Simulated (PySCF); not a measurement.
Compound: C6H6O.
Numbering: `[CH2:1]=[C:2]([CH3:3])[c:4]1[cH:5][c:6]1=[O:7]` (hydrogens: H8, H9 on C1; H10, H11, H12 on C3; H13 on C5)

Vertical excitations from PySCF (density fitting, frozen core in the response, grid level 2 and gas phase unless stated; continuum runs use non-equilibrium linear response for the excitations) on a GFN2-xTB geometry. Reference run:

```csv
settings,"S1, eV (f)","S2, eV (f)","S3, eV (f)","S4, eV (f)","S5, eV (f)","S6, eV (f)","T1, eV (Tamm–Dancoff)",mean α (au)
"PBE0/def2-SVPD, full TDDFT, 6 singlets",3.46 (0.000),5.34 (0.000),5.41 (0.341),6.28 (0.003),6.43 (0.090),6.79 (0.001),3.17,73.7
```

What do these settings give: B97-2/Sadlej pVTZ, grid level 1, fitting basis def2-universal-jkfit, full TDDFT, 25 singlets?

| settings | S1, eV (f) | S2, eV (f) | S3, eV (f) | S4, eV (f) | S5, eV (f) | S6, eV (f) | T1, eV (Tamm–Dancoff) | mean α (au) |
| --- | --- | --- | --- | --- | --- | --- | --- | --- |
| B97-2/Sadlej pVTZ, grid level 1, fitting basis def2-universal-jkfit, full TDDFT, 25 singlets | 3.36 (0.000) | 5.28 (0.313) | 5.28 (0.002) | 5.57 (0.008) | 6.08 (0.011) | 6.26 (0.003) | 3.13 | 75.4 |

S1 moves by -0.10 eV; functional and basis change together, so the shift can't be laid on one. States are counted by energy in each run and needn't keep their character from row to row.

Give the leading configurations of S1 (H = HOMO, L = LUMO) and the HOMO–LUMO gap of each run.

```
                                                                                    settings  S1 configurations (weight)  S1 (eV)  orbital gap (eV)  S1 − gap (eV)
                                                      PBE0/def2-SVPD, full TDDFT, 6 singlets                    H→L 0.99     3.46              4.87          -1.41
B97-2/Sadlej pVTZ, grid level 1, fitting basis def2-universal-jkfit, full TDDFT, 25 singlets                    H→L 0.99     3.36              4.52          -1.16
```

Conformer computed: `[CH2:1]=[C:2]([CH3:3])[c:4]1[cH:5][c:6]1=[O:7]`: C1–C2–C4–C5 180°.

One conformer stands for the species.
